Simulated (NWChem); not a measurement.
Everything below was run with NWChem. System: OSe, charge 0, spin multiplicity 3, at a geometry optimised with UB3LYP/def2-SVP. The structure started from a generated list of species. Its SCF solution wasn't tested for a lower state. Level: UB2PLYP/STO-3G, 10 core orbitals frozen.

The NWChem input:

```
start mol
memory heap 200 mb stack 900 mb global 1100 mb
geometry units angstroms nocenter noautoz
  O      0.000000     0.000000     1.341033
  Se     0.000000     0.000000    -0.315537
  symmetry group C2v
end
basis spherical
  * library sto-3g
end
dft
  xc hfexch 0.53 becke88 0.47 lyp 0.73 mp2 0.27
  dftmp2
  odft
  mult 3
  semidirect memsize 60000000 filesize 0
  iterations 100
end
mp2
  freeze core 10
end
task dft energy
```

NWChem printed:

```
             Northwest Computational Chemistry Package (NWChem) 7.3.0
             --------------------------------------------------------

                                NWChem Input Module
                                -------------------

 Scaling coordinates for geometry "geometry" by  1.889725989
 (inverse scale =  0.529177249)

 Turning off AUTOSYM since
 SYMMETRY directive was detected!

                             Geometry "geometry" -> ""
                             -------------------------

 Output coordinates in angstroms (scale by  1.889725989 to convert to a.u.)

  No.       Tag          Charge          X              Y              Z
 ---- ---------------- ---------- -------------- -------------- --------------
    1 O                    8.0000     0.00000000     0.00000000     1.34103300
    2 Se                  34.0000     0.00000000     0.00000000    -0.31553700

 Effective nuclear repulsion energy (a.u.)      86.8880951170

            Nuclear Dipole moment (a.u.)
            ----------------------------
        X                 Y               Z
 ---------------- ---------------- ----------------
     0.0000000000     0.0000000000     0.0000113384

      Symmetry information
      --------------------

 Group name             C2v
 Group number             16
 Group order               4
 No. of unique centers     2

      Symmetry unique atoms

     1    2


 Summary of "ao basis" -> "" (spherical)
 ------------------------------------------------------------------------------
       Tag                 Description            Shells   Functions and Types
 ---------------- ------------------------------  ------  ---------------------
 *                           sto-3g                   on all atoms

  dft_input: which_mp2 not specified, using semidirect MP2 by default.

                                 NWChem DFT Module
                                 -----------------

 Summary of "ao basis" -> "ao basis" (spherical)
 ------------------------------------------------------------------------------
       Tag                 Description            Shells   Functions and Types
 ---------------- ------------------------------  ------  ---------------------
 O                           sto-3g                  3        5   2s1p
 Se                          sto-3g                  8       18   4s3p1d

 Summary of "ao basis" -> "ao basis" (spherical)
 ------------------------------------------------------------------------------
       Tag                 Description            Shells   Functions and Types
 ---------------- ------------------------------  ------  ---------------------
 O                           sto-3g                  3        5   2s1p
 Se                          sto-3g                  8       18   4s3p1d

      Symmetry analysis of basis
      --------------------------

        a1         12
        a2          1
        b1          5
        b2          5

            General Information
            -------------------
          SCF calculation type: DFT
          Wavefunction type:  spin polarized.
          No. of atoms     :     2
          No. of electrons :    42
           Alpha electrons :    22
            Beta electrons :    20
          Charge           :     0
          Spin multiplicity:     3
          Use of symmetry is: on ; symmetry adaption is: on
          Maximum number of iterations: 100
          AO basis - number of functions:    23
                     number of shells:    11
          Convergence on energy requested:  1.00D-06
          Convergence on density requested:  1.00D-05
          Convergence on gradient requested:  5.00D-04

              XC Information
              --------------
                     Hartree-Fock (Exact) Exchange  0.530
                    Becke 1988 Exchange Functional  0.470
              Lee-Yang-Parr Correlation Functional  0.730

             Grid Information
             ----------------
          Grid used for XC integration:  medium
          Radial quadrature: Mura-Knowles
          Angular quadrature: Lebedev.
          Tag              B.-S. Rad. Rad. Pts. Rad. Cut. Ang. Pts.
          ---              ---------- --------- --------- ---------
          O                   0.60       49           6.0       434
          Se                  1.15      112           5.0       590
          Grid pruning is: on
          Number of quadrature shells:   161
          Spatial weights used:  Erf1

          Convergence Information
          -----------------------
          Convergence aids based upon iterative change in
          total energy or number of iterations.
          Levelshifting, if invoked, occurs when the
          HOMO/LUMO gap drops below (HL_TOL):  1.00D-02
          DIIS, if invoked, will attempt to extrapolate
          using up to (NFOCK): 10 stored Fock matrices.

                    Damping( 0%)  Levelshifting(0.5)       DIIS
                  --------------- ------------------- ---------------
          dE  on:    start            ASAP                start
          dE off:    2 iters        100 iters           100 iters

      Screening Tolerance Information
      -------------------------------
          Density screening/tol_rho:  1.00D-10
          AO Gaussian exp screening on grid/accAOfunc:  14
          CD Gaussian exp screening on grid/accCDfunc:  20
          XC Gaussian exp screening on grid/accXCfunc:  20
          Schwarz screening/accCoul:  1.00D-08

      Superposition of Atomic Density Guess
      -------------------------------------

 Sum of atomic energies:       -2447.28870865
[...]
 Vector   21  Occ=1.000000D+00  E=-2.071664D-01  Symmetry=b2
              MO Center= -9.0D-19,  1.7D-18, -4.0D-02, r^2= 1.6D+00
   Bfn.  Coefficient  Atom+Function         Bfn.  Coefficient  Atom+Function
  ----- ------------  ---------------      ----- ------------  ---------------
    17      0.954893  2 Se py                 4     -0.490358  1 O  py
    13     -0.272068  2 Se py                 9      0.088528  2 Se py

 Vector   22  Occ=1.000000D+00  E=-2.071664D-01  Symmetry=b1
              MO Center=  2.0D-18,  8.0D-19, -4.0D-02, r^2= 1.6D+00
   Bfn.  Coefficient  Atom+Function         Bfn.  Coefficient  Atom+Function
  ----- ------------  ---------------      ----- ------------  ---------------
    16      0.954893  2 Se px                 3     -0.490358  1 O  px
    12     -0.272068  2 Se px                 8      0.088528  2 Se px

 Vector   23  Occ=0.000000D+00  E= 2.611042D-01  Symmetry=a1
              MO Center= -1.6D-33,  5.9D-21,  2.7D-01, r^2= 1.5D+00
   Bfn.  Coefficient  Atom+Function         Bfn.  Coefficient  Atom+Function
  ----- ------------  ---------------      ----- ------------  ---------------
    18      1.040169  2 Se pz                 5      0.784288  1 O  pz
     2     -0.504995  1 O  s                 15      0.404064  2 Se s
    14     -0.252614  2 Se pz                10      0.081887  2 Se pz
     1      0.076743  1 O  s                 21      0.063997  2 Se d  0
    11     -0.056725  2 Se s                  7      0.030292  2 Se s

                     DFT Final Beta Molecular Orbital Analysis
                     -----------------------------------------

 Vector   18  Occ=1.000000D+00  E=-3.400546D-01  Symmetry=a1
              MO Center=  4.2D-18,  4.2D-18,  3.5D-01, r^2= 2.1D+00
   Bfn.  Coefficient  Atom+Function         Bfn.  Coefficient  Atom+Function
  ----- ------------  ---------------      ----- ------------  ---------------
     5      0.650682  1 O  pz                18     -0.564413  2 Se pz
    15      0.411506  2 Se s                  2      0.266391  1 O  s
    14      0.185622  2 Se pz                11     -0.081755  2 Se s
    10     -0.060585  2 Se pz                 1     -0.054202  1 O  s
     7      0.038336  2 Se s                 21      0.033349  2 Se d  0

 Vector   19  Occ=1.000000D+00  E=-2.637879D-01  Symmetry=b2
              MO Center= -4.3D-18, -6.8D-18,  4.3D-01, r^2= 1.5D+00
   Bfn.  Coefficient  Atom+Function         Bfn.  Coefficient  Atom+Function
  ----- ------------  ---------------      ----- ------------  ---------------
    17      0.732977  2 Se py                 4      0.616689  1 O  py
    13     -0.217323  2 Se py                 9      0.070848  2 Se py

 Vector   20  Occ=1.000000D+00  E=-2.637879D-01  Symmetry=b1
              MO Center= -6.5D-18, -1.7D-17,  4.3D-01, r^2= 1.5D+00
   Bfn.  Coefficient  Atom+Function         Bfn.  Coefficient  Atom+Function
  ----- ------------  ---------------      ----- ------------  ---------------
    16      0.732977  2 Se px                 3      0.616689  1 O  px
    12     -0.217323  2 Se px                 8      0.070848  2 Se px

 Vector   21  Occ=0.000000D+00  E= 7.438829D-02  Symmetry=b2
              MO Center=  2.3D-18,  6.8D-17,  5.8D-01, r^2= 1.6D+00
   Bfn.  Coefficient  Atom+Function         Bfn.  Coefficient  Atom+Function
  ----- ------------  ---------------      ----- ------------  ---------------
     4      0.796412  1 O  py                17     -0.725370  2 Se py
    13      0.203064  2 Se py                 9     -0.066019  2 Se py

 Vector   22  Occ=0.000000D+00  E= 7.438829D-02  Symmetry=b1
              MO Center=  6.9D-17, -3.9D-18,  5.8D-01, r^2= 1.6D+00
   Bfn.  Coefficient  Atom+Function         Bfn.  Coefficient  Atom+Function
  ----- ------------  ---------------      ----- ------------  ---------------
     3      0.796412  1 O  px                16     -0.725370  2 Se px
    12      0.203064  2 Se px                 8     -0.066019  2 Se px

 Vector   23  Occ=0.000000D+00  E= 3.064151D-01  Symmetry=a1
              MO Center=  1.2D-20,  3.7D-34,  3.3D-01, r^2= 1.4D+00
   Bfn.  Coefficient  Atom+Function         Bfn.  Coefficient  Atom+Function
  ----- ------------  ---------------      ----- ------------  ---------------
    18      1.016502  2 Se pz                 5      0.805743  1 O  pz
     2     -0.533628  1 O  s                 15      0.435709  2 Se s
    14     -0.243673  2 Se pz                 1      0.083917  1 O  s
    10      0.078938  2 Se pz                21      0.064529  2 Se d  0
    11     -0.062987  2 Se s                  7      0.033181  2 Se s

   alpha - beta orbital overlaps
   -----------------------------

   alpha      1      2      3      4      5      6      7      8      9     10
    beta      1      2      3      4      5      6      7      8      9     10
 overlap   1.000  1.000  1.000  1.000  1.000  1.000  1.000  1.000  1.000  1.000

   alpha     11     12     13     14     15     16     17     18     19     20
    beta     11     12     13     14     15     16     17     20     19     18
 overlap   0.998  1.000  1.000  1.000  1.000  0.994  0.997  0.920  0.920  0.999

   alpha     21     22     23
    beta     21     22     23
 overlap   0.920  0.920  0.999

     --------------------------
     Expectation value of S2:
     --------------------------
      <S2> =      2.0028 (Exact =     2.0000)

 center of mass
 --------------
 x =   0.00000000 y =   0.00000000 z =  -0.06872830

 moments of inertia (a.u.)
 ------------------
         130.331716893081           0.000000000000           0.000000000000
           0.000000000000         130.331716893081           0.000000000000
           0.000000000000           0.000000000000           0.000000000000

     Multipole analysis of the density
     ---------------------------------

     L   x y z        total         alpha         beta         nuclear
     -   - - -        -----         -----         ----         -------
     0   0 0 0     -0.000000    -22.000000    -20.000000     42.000000

     1   1 0 0     -0.000000      0.000000     -0.000000      0.000000
     1   0 1 0      0.000000      0.000000      0.000000      0.000000
     1   0 0 1     -0.043603     -1.184127      1.140513      0.000011

     2   2 0 0    -15.202784     -8.742483     -6.460301      0.000000
     2   1 1 0      0.000000      0.000000      0.000000      0.000000
     2   1 0 1      0.000000     -0.000000      0.000000      0.000000
     2   0 2 0    -15.202784     -8.742483     -6.460301      0.000000
     2   0 1 1     -0.000000     -0.000000     -0.000000      0.000000
     2   0 0 2    -16.174025    -44.294118    -35.345284     63.465378

                   NWChem MP2 Semi-direct Energy/Gradient Module
                   ---------------------------------------------

  Basis functions       =     23
  Molecular orbitals    =     23
  Frozen core           =     10
  Frozen virtuals       =      0
  Active alpha occupied =     12
  Active beta occupied  =     10
  Active alpha virtual  =      1
  Active beta virtual   =      3
  Use MO symmetry       = T
  Use skeleton AO sym   = T

  AO/Fock/Back tols     =   1.0D-09  1.0D-09  1.0D-09

 GA uses MA = F    GA memory limited = T

 Available:
  local mem=  4.43D+07
 global mem=  1.44D+08
 local disk=  0.00D+00
  mp2_memr nvloc                     1
  nvloc new                     1
   1 passes of  12:        2097152                       1385                     12002.
   1 passes of  12: M     44325445           G      144178142           F      42228293.

 Semi-direct pass number   1 of   1  for UHF alpha       at        0.2s
  vrange nnbf                   271
  mp2_eaftype                    10  avail_ma_in_mb                   386
 EAF : mp2_eaftype filesize          10       6001.
  mp2_eaf for mointskh                     10
Node 0 wrote      0.0 Mb in      0.0 s     Agg I/O rate:  1132.1 Mb/s
 Done moints_semi at        0.3s
  mp2_eaftype                    10  avail_ma_in_mb                   386
 EAF : mp2_eaftype filesize          10       6001.
  mp2_eaf for kh                    10
 Done maket at        0.3s
 Done multipass loop at        0.3s

 GA uses MA = F    GA memory limited = T

 Available:
  local mem=  4.43D+07
 global mem=  1.44D+08
 local disk=  0.00D+00
  mp2_memr nvloc                     3
  nvloc new                     3
   1 passes of  10:        2097152                       1844                     28587.
   1 passes of  10: M     44325445           G      144178142           F      42228293.

 Semi-direct pass number   1 of   1  for UHF beta        at        0.3s
  vrange nnbf                   271
  mp2_eaftype                    10  avail_ma_in_mb                   386
 EAF : mp2_eaftype filesize          10      14294.
  mp2_eaf for mointskh                     10
Node 0 wrote      0.1 Mb in      0.0 s     Agg I/O rate:  1650.2 Mb/s
 Done moints_semi at        0.4s
  mp2_eaftype                    10  avail_ma_in_mb                   386
 EAF : mp2_eaftype filesize          10      14294.
  mp2_eaf for kh                    10
 Done maket at        0.4s
 Done multipass loop at        0.4s

          -------------------------------------------
          DFT energy                   -2448.554274969789
          Unscaled MP2 energy             -0.117825223505
          Total DFT+MP2 energy         -2448.586087780136
          -------------------------------------------

 -----------------------
 Performance information
 -----------------------

 Timer overhead =  9.58D-08 seconds/call

               Nr. of calls         CPU time (s)                 Wall time (s)                GFlops
             ---------------    -------------------     ------------------------------   -------------------
Name         Min   Avg   Max    Min     Avg     Max     Min     Avg     Max   Mx/calls   Min     Max     Sum
mp2: moin     2     2     2   0.13    0.13    0.13     0.13    0.13    0.13    6.56E-2   0.0     0.0     0.0
mp2: make     2     2     2   3.57E-4 3.57E-4 3.57E-4  3.57E-4 3.57E-4 3.57E-4 1.78E-4   0.0     0.0     0.0
mp2: tota     1     1     1   0.15    0.15    0.15     0.15    0.15    0.15    0.15      0.0     0.0     0.0

 The average no. of pstat calls per process was 5.00D+00
 with a timing overhead of 4.79D-07s

 Task  times  cpu:        0.3s     wall:        0.3s

 Total times  cpu:        0.4s     wall:        0.4s
```
